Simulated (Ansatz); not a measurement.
```yaml
crystal:
  periodic: [false, false, false]
  atoms:
    - {symbol: C, position_ang: [-1.299041, -0.284261, -0.404839]}
    - {symbol: C, position_ang: [0.507474, -0.285990, -0.250382]}
    - {symbol: B, position_ang: [1.305170, 0.793006, 0.893284]}
    - {symbol: F, position_ang: [0.609273, 1.693403, 1.975503]}
    - {symbol: F, position_ang: [3.042963, 0.697691, 0.940006]}
    - {symbol: H, position_ang: [-1.849521, -1.208827, -1.408122]}
    - {symbol: H, position_ang: [-1.846376, -0.673266, 0.815013]}
    - {symbol: H, position_ang: [-1.671680, 0.935908, -0.530166]}
    - {symbol: H, position_ang: [0.713766, -0.023138, -1.619457]}
    - {symbol: H, position_ang: [1.145623, -1.701308, -0.272168]}
basis:
  gaussian: {orbitals: aug-cc-pVDZ}
hamiltonian: {xc: {name: revPBE0}, dispersion: d4}
accuracy: high
scf: {lower_state_search: full}
relax: {f_tol: 0.001, max_steps: 3}
output: {forces: true}
```

```sh
$ ansatz run in.yaml --threads 4 --pin off --events-out ev --progress --plain --max-ram 10444MiB
```

Shortened log:

```
Functional definition: revPBE0
3538 factors; integrals over basis functions are off by at most 1.9e-9 eV
mean field evaluation 1: about -8250.2198 eV, gradient 5.5e1 eV
mean field evaluation 2: about -8250.2568 eV, gradient 5.5e1 eV
mean field evaluation 4: about -8256.7956 eV, gradient 1.2e1 eV
mean field evaluation 8: about -8257.1040 eV, gradient 3.7e-1 eV
mean field evaluation 16: about -8257.1043 eV, gradient 3.9e-5 eV
mean field -8257.10428110 eV, -303.4429854642 hartree, gradient 4.1e-8 eV, S^2 0.000000; 0 other end points of the search recorded, 0 dependent functions left out
reference -8257.10428961 eV, -303.4429857769 hartree; 20, 20 occupied and 140, 140 virtual orbitals, 3538 factors
relax step   1: F+E_penalty+E_count = -8257.47701383 eV  Δ(F+E_penalty+E_count) = +0.000e0 eV  max|allowed force component| = 5.889e0 eV/Å  Δτ_max = 0.0000 Å  (33 SCF iters, accepted)
3545 factors; integrals over basis functions are off by at most 3.4e-9 eV
mean field -8262.19790189 eV, -303.6301725757 hartree, gradient 1.4e-8 eV, S^2 0.000000; 0 other end points of the search recorded, 0 dependent functions left out
reference -8262.19791111 eV, -303.6301729145 hartree; 20, 20 occupied and 140, 140 virtual orbitals, 3545 factors
relax step   2: F+E_penalty+E_count = -8262.53199256 eV  Δ(F+E_penalty+E_count) = -5.055e0 eV  max|allowed force component| = 5.285e0 eV/Å  Δτ_max = 0.1950 Å  (41 SCF iters, accepted)
3572 factors; integrals over basis functions are off by at most 2.9e-9 eV
mean field -8265.33226243 eV, -303.7453582008 hartree, gradient 2.8e-8 eV, S^2 0.000000; 0 other end points of the search recorded, 0 dependent functions left out
reference -8265.33227235 eV, -303.7453585655 hartree; 20, 20 occupied and 140, 140 virtual orbitals, 3572 factors
relax step   3: F+E_penalty+E_count = -8265.65751912 eV  Δ(F+E_penalty+E_count) = -3.126e0 eV  max|allowed force component| = 1.559e0 eV/Å  Δτ_max = 0.1949 Å  (46 SCF iters, accepted)
Error: geometry relaxation did not converge after 3 steps: max|allowed force component| = 1.56e0 eV/Å (threshold 1.0e-3). Raise `relax.max_steps` over both its present limit and 3, loosen `relax.f_tol`, or start from a geometry closer to equilibrium. Where this run's directory can be resumed (`checkpoint.write`), a resume goes on for up to `relax.max_steps` more
```

**Question.** Something in this input is off. What?

**Answer.** The relaxation is allowed too few steps for its threshold. The run did not converge.
